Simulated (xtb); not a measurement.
GeI$_{4}$, quintet, at a GFN2-xTB geometry of the parent state (a higher spin typed on purpose: for a closed-shell molecule this is an excited state); xtb with GFN1-xTB.

xtb was given this input:
```
$ xtb mol.xyz --gfn 1 --chrg 0 --uhf 4 --json

# file mol.xyz
5

I     -0.64226172     2.80508033    -0.74452314
Ge    -0.26333692     0.04304399    -0.11471791
I     -1.70071416    -2.42210698    -0.27615139
I      0.47122681     0.12487011     2.45849719
I      2.03074494    -0.53383228    -1.36855901
```

Predict the main parts of the log of this xtb run.


```
   ID    Z sym.   atoms
    1   53 I      1, 3-5
    2   32 Ge     2

           -------------------------------------------------
          |                Calculation Setup                |
           -------------------------------------------------

           -------------------------------------------------
          |                 G F N 1 - x T B                 |
           -------------------------------------------------

          ...................................................
          :                      SETUP                      :
          :.................................................:
          :  # basis functions                  50          :
          :  # atomic orbitals                  45          :
          :  # shells                           15          :
          :  # electrons                        32          :
          :  # halogen bonds                     0          :
          :  max. iterations                   250          :
          :  Hamiltonian                  GFN1-xTB          :
          :  restarted?                      false          :
          :  GBSA solvation                  false          :
          :  PC potential                    false          :
          :  electronic temp.          300.0000000     K    :
          :  accuracy                    1.0000000          :
          :  -> integral cutoff          0.2500000E+02      :
          :  -> integral neglect         0.1000000E-07      :
          :  -> SCF convergence          0.1000000E-05 Eh   :
          :  -> wf. convergence          0.2000000E-04 e    :
          :  Broyden damping             0.4000000          :
          :  net charge                          0          :
          :  unpaired electrons                  4          :
          ...................................................

 iter      E             dE          RMSdq      gap      omega  full diag
   1    -16.8910618 -0.168911E+02  0.884E+00    0.20       0.0  T
   2    -15.4244815  0.146658E+01  0.982E+00    0.36       1.0  T
   3    -16.9834927 -0.155901E+01  0.616E+00    0.13       1.0  T
   4    -17.2812231 -0.297730E+00  0.346E+00    0.21       1.0  T
   5    -17.3306004 -0.493773E-01  0.182E+00    0.21       1.0  T
   6    -17.1822916  0.148309E+00  0.444E+00    0.08       1.0  T
   7    -17.3268917 -0.144600E+00  0.209E+00    0.22       1.0  T
   8    -17.3313929 -0.450114E-02  0.195E+00    0.22       1.0  T
   9    -17.3322805 -0.887661E-03  0.192E+00    0.22       1.0  T
  10    -17.3592627 -0.269821E-01  0.786E-01    0.21       1.0  T
  11    -17.3378892  0.213735E-01  0.174E+00    0.21       1.0  T
  12    -17.3608100 -0.229208E-01  0.684E-01    0.22       1.0  T
  13    -17.3627336 -0.192365E-02  0.494E-01    0.21       1.0  T
  14    -17.3645725 -0.183882E-02  0.213E-01    0.21       1.0  T
  15    -17.3649176 -0.345146E-03  0.754E-02    0.21       1.0  T
  16    -17.3649558 -0.382029E-04  0.433E-02    0.21       1.0  T
  17    -17.3649717 -0.159013E-04  0.163E-03    0.21      27.5  T
  18    -17.3649699  0.182084E-05  0.146E-02    0.21       3.1  T
  19    -17.3649717 -0.179087E-05  0.259E-03    0.21      17.3  T
  20    -17.3649717 -0.563495E-07  0.587E-04    0.21      76.2  T
  21    -17.3649717 -0.300338E-08  0.585E-05    0.21     764.1  T
  22    -17.3649717 -0.287415E-10  0.167E-05    0.21    2681.5  T

   *** convergence criteria satisfied after 22 iterations ***

         :::::::::::::::::::::::::::::::::::::::::::::::::::::
         ::                     SUMMARY                     ::
         :::::::::::::::::::::::::::::::::::::::::::::::::::::
         :: total energy             -17.362170866937 Eh    ::
         :: gradient norm              0.034249011020 Eh/a0 ::
         :: HOMO-LUMO gap              0.214587455896 eV    ::
         ::.................................................::
         :: SCC energy               -17.364971735289 Eh    ::
[...]

         #    Occupation            Energy/Eh            Energy/eV
      -------------------------------------------------------------
         1        2.0000           -0.8826859             -24.0191
       ...           ...                  ...                  ...
         6        2.0000           -0.4549845             -12.3808
         7        2.0000           -0.4529338             -12.3250
         8        2.0000           -0.4475075             -12.1773
         9        2.0000           -0.4379513             -11.9173
        10        2.0000           -0.4327658             -11.7762
        11        2.0000           -0.4291871             -11.6788
        12        1.9025           -0.4188511             -11.3975
        13        1.7723           -0.4178973             -11.3716
        14        1.5942           -0.4170995             -11.3499
        15        1.4023           -0.4163608             -11.3298
        16        1.3287           -0.4160587             -11.3215
        17        1.0000           -0.3259180              -8.8687
        18        0.9828           -0.2050278              -5.5791 (HOMO)
        19        0.0140           -0.1971418              -5.3645 (LUMO)
        20        0.0032           -0.1957396              -5.3263
        21                         -0.0873174              -2.3760
        22                         -0.0867294              -2.3600
        23                         -0.0848050              -2.3077
        24                         -0.0798394              -2.1725
        25                         -0.0789709              -2.1489
        26                         -0.0730995              -1.9891
        27                         -0.0690677              -1.8794
        28                         -0.0662811              -1.8036
        29                         -0.0654536              -1.7811
       ...                                ...                  ...
        45                          0.4530254              12.3274
      -------------------------------------------------------------
                  HL-Gap            0.0078859 Eh            0.2146 eV
             Fermi-level           -0.3089611 Eh           -8.4073 eV

  Mulliken/CM5 charges         n(s)   n(p)   n(d)
     1I    -0.02487 -0.00875   2.044  4.921  0.059
     2Ge    0.09115  0.00849   1.518  1.834  0.557
     3I    -0.02486 -0.00875   2.044  4.921  0.059
     4I    -0.02071  0.00450   2.045  4.832  0.143
     5I    -0.02071  0.00450   2.045  4.832  0.143

Wiberg/Mayer (AO) data.
largest (>0.10) Wiberg bond orders for each atom

 ---------------------------------------------------------------------------
     #   Z sym  total        # sym  WBO       # sym  WBO       # sym  WBO
 ---------------------------------------------------------------------------
     1  53 I    1.013 --     2 Ge   0.806     4 I    0.104     5 I    0.104
     2  32 Ge   3.578 --     4 I    0.983     5 I    0.983     1 I    0.806
                             3 I    0.806
     3  53 I    1.013 --     2 Ge   0.806     4 I    0.104     5 I    0.104
     4  53 I    1.325 --     2 Ge   0.983     5 I    0.134     3 I    0.104
                             1 I    0.104
     5  53 I    1.325 --     2 Ge   0.983     4 I    0.134     3 I    0.104
                             1 I    0.104
 ---------------------------------------------------------------------------

Topologies differ in total number of bonds
Writing topology from bond orders to xtbtopo.mol

 dipole moment from electron density (au)
     X       Y       Z
  -0.2649   0.0433  -0.1154  total (Debye):    0.743

           -------------------------------------------------
          | TOTAL ENERGY              -17.362170866937 Eh   |
          | GRADIENT NORM               0.034249011020 Eh/α |
          | HOMO-LUMO GAP               0.214587455896 eV   |
           -------------------------------------------------

normal termination of xtb
```
